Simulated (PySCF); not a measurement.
Gas-phase reaction: 4 GeHF₃ + C₄H₆ (butadiene) → CH₃GeH₃ + 3 GeF₄ + C₃H₄ (allene)

Computed with PySCF (xtb for GFN2) and rigid-rotor harmonic-oscillator thermochemistry at 1 bar. † marks an energy on the PBE0/def2-TZVP geometry and frequencies; other levels use their own. MP2 freezes the core. 6-31G* has spherical d functions here. All species are closed-shell singlets. B3LYP is the form with VWN-RPA correlation. Ge: all electrons, no relativistic terms. GeHF₃: computed as isolated molecules; such fragments, hydroxides, amides, oligomers or adducts are transient or little studied in the gas. MP2 isn't extrapolated to the basis-set limit; its ΔH°(298 K) is 85.2 kJ in def2-SVP and 74.8 kJ in def2-TZVPP. The harmonic model lacks anharmonicity and excited electronic states, which grow with temperature; levels with a mode under 35 cm⁻¹ are left out. Internal rotation in C₄H₆ (butadiene), CH₃GeH₃ is treated as a harmonic vibration of one conformer, which makes the entropy rough.

```json
[
 {"level": "B3LYP/6-31G*", "ΔE electronic, kJ": "88", "ΔH°(298 K), kJ": "87", "ΔS°(298 K), J/K": "-33", "ΔG°(1200 K), kJ": "121"},
 {"level": "B3LYP/def2-TZVP†", "ΔE electronic, kJ": "97", "ΔH°(298 K), kJ": "95", "ΔS°(298 K), J/K": "-34", "ΔG°(1200 K), kJ": "131"},
 {"level": "BLYP/def2-TZVP†", "ΔE electronic, kJ": "100", "ΔH°(298 K), kJ": "99", "ΔS°(298 K), J/K": "-34", "ΔG°(1200 K), kJ": "135"},
 {"level": "GFN2-xTB", "ΔE electronic, kJ": "279", "ΔH°(298 K), kJ": "286", "ΔS°(298 K), J/K": "-31", "ΔG°(1200 K), kJ": "324"},
 {"level": "MP2/def2-SVP†", "ΔE electronic, kJ": "87", "ΔH°(298 K), kJ": "85", "ΔS°(298 K), J/K": "-34", "ΔG°(1200 K), kJ": "121"},
 {"level": "MP2/def2-TZVPP†", "ΔE electronic, kJ": "76", "ΔH°(298 K), kJ": "75", "ΔS°(298 K), J/K": "-34", "ΔG°(1200 K), kJ": "111"},
 {"level": "PBE/def2-SVP", "ΔE electronic, kJ": "96", "ΔH°(298 K), kJ": "94", "ΔS°(298 K), J/K": "-31", "ΔG°(1200 K), kJ": "126"},
 {"level": "PBE/def2-TZVP†", "ΔE electronic, kJ": "89", "ΔH°(298 K), kJ": "87", "ΔS°(298 K), J/K": "-34", "ΔG°(1200 K), kJ": "123"},
 {"level": "PBE0/def2-SVP†", "ΔE electronic, kJ": "97", "ΔH°(298 K), kJ": "95", "ΔS°(298 K), J/K": "-34", "ΔG°(1200 K), kJ": "131"}
]
```
ΔH° is lowest at MP2/def2-TZVPP† and highest at GFN2-xTB. No reference value is set beside these.
